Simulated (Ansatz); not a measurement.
The cluster Cu3H3. The state is a singlet with charge 0. Geometry PBE0-D4/def2-SVPD, that of the charge -1 doublet.

```xyz
6

Cu    0.0361    0.6730   -0.1544
Cu    1.4212    2.2961   -1.3522
Cu   -0.8231   -1.5660    0.4727
H    -0.6065   -2.8509    1.3045
H     1.1778    1.7389    0.1785
H    -1.2055   -0.2911   -0.4492
```

The structure comes from a short search, and lower isomers may exist.

(1) Estimate the orbital energies around the gap (eV) in Ansatz with PBE-D4/def2-TZVPD, r2SCAN-D4/def2-TZVPD, PBE0-D4/def2-TZVPD.

## Answers

(1) 
```tsv
orbital	PBE-D4/def2-TZVPD	r2SCAN-D4/def2-TZVPD	PBE0-D4/def2-TZVPD
HOMO−5	-6.12	-6.17	-7.09
HOMO−4	-5.73	-5.70	-7.05
HOMO−3	-5.59	-5.56	-7.03
HOMO−2	-5.42	-5.40	-6.94
HOMO−1	-5.41	-5.39	-6.90
HOMO	-4.93	-4.87	-5.54
LUMO	-4.25	-4.04	-3.55
LUMO+1	-2.17	-1.94	-1.49
LUMO+2	-2.08	-1.84	-1.45
LUMO+3	-1.19	-0.86	-0.28
LUMO+4	-0.52	-0.16	0.23
LUMO+5	0.17	0.59	0.85
```
